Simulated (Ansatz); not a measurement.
Cost and result for the atomization energy of C2H5O2Si (`[CH]=C[SiH](O)O`) radical (10 atoms, 9 bonds).

Z-matrix (Å, degrees):
```
Si
C 1 1.861
O 1 1.642 2 111.3
O 1 1.643 2 104.8 3 -122.7
H 1 1.481 2 113.1 3 116.0
C 2 1.305 1 121.1 3 125.5
H 2 1.092 1 118.4 3 -53.8
H 3 0.959 1 117.2 2 -51.2
H 4 0.958 1 117.2 2 -173.0
H 6 1.082 2 135.7 1 1.1
```

The species carries charge 0 and has multiplicity 2. The structure was optimised at the PBE0-D4/def2-TZVP level. It is one conformer, not always the lowest. Program: Ansatz. Hardware: A = 2 threads of an AMD EPYC 7R13 on a shared host; B = 2 threads of an AMD EPYC 7R13 on a shared host and a share of an NVIDIA H100 80 GB. Times are those of one run each, without the atoms' runs, and a repeat can differ threefold. Electronic energies, without spin–orbit coupling; frozen cores. CCSD(T)/CBS adds CCSD(T) − MP2 in def2-TZVPP to the MP2 limit, and its time is that of the two runs behind it. T1 = 0.028; ⟨S²⟩ of the reference is 0.92. B3LYP takes the VWN-RPA correlation (the form of Gaussian; ORCA's B3LYP/G).

CCSD(T)/CBS is a level of theory with its own doubt, some kJ/mol a heavy atom from the limit and from the frozen cores, so smaller differences don't rank the functionals.

| level | functions | wall time |
| --- | --- | --- |
| PBE-D4/def2-TZVPP (with forces) [A] | 236 | 8 s |
| PBE0-D4/def2-TZVPP [A] | 236 | 11 s |
| r2SCAN-D4/def2-TZVPP (with forces) [A] | 236 | 13 s |
| B3LYP-D4/def2-TZVPP (with forces) [A] | 236 | 14 s |
| MP2/def2-QZVPP [B] | 448 | 15 s |
| B2PLYP/def2-TZVPP [A] | 236 | 15 s |
| CCSD(T)/def2-TZVPP [B] | 236 | 15 s |
| ωB97X-V/def2-TZVPP [A] | 236 | 24 s |
| ωB97M-V/def2-TZVPP (with forces) [A] | 236 | 28 s |
| CCSD(T)/CBS(def2) | – | 30 s |

Q: What atomization energy does each give, and how far from CCSD(T)/CBS? (An estimate is asked.)

A: Computed: 
| level | atomization (kJ/mol) | difference from CCSD(T)/CBS | per bond |
| --- | --- | --- | --- |
| PBE-D4/def2-TZVPP (with forces) [A] | 4027.6 | 71.7 | 8.0 |
| PBE0-D4/def2-TZVPP [A] | 3938.0 | -17.9 | -2.0 |
| r2SCAN-D4/def2-TZVPP (with forces) [A] | 3972.0 | 16.1 | 1.8 |
| B3LYP-D4/def2-TZVPP (with forces) [A] | 3941.1 | -14.8 | -1.7 |
| MP2/def2-QZVPP [B] | 3981.5 | 25.6 | 2.8 |
| B2PLYP/def2-TZVPP [A] | 3907.9 | -48.0 | -5.3 |
| CCSD(T)/def2-TZVPP [B] | 3841.1 | -114.8 | -12.8 |
| ωB97X-V/def2-TZVPP [A] | 3947.2 | -8.7 | -1.0 |
| ωB97M-V/def2-TZVPP (with forces) [A] | 3956.7 | 0.8 | 0.1 |
| CCSD(T)/CBS(def2) | 3955.9 | 0.0 | 0.0 |

In def2-TZVPP, CCSD(T) changes the Hartree–Fock value by +987.7 kJ/mol (the triples alone add +63.0 kJ/mol) and MP2 by +1059.4 kJ/mol; breaking electron pairs costs correlation energy, which Hartree–Fock lacks. The D4 term adds +32.1 kJ/mol with B3LYP and +16.7 kJ/mol with PBE0; it sums over pairs of atoms, weighted by their polarisabilities, and B3LYP, whose exchange is more repulsive, gets the larger term. From PBE to PBE0 (25 % exact exchange), in def2-TZVPP and without D4, the atomization energy moves by −86.4 kJ/mol: exact exchange takes away binding that semilocal exchange gives to molecules.
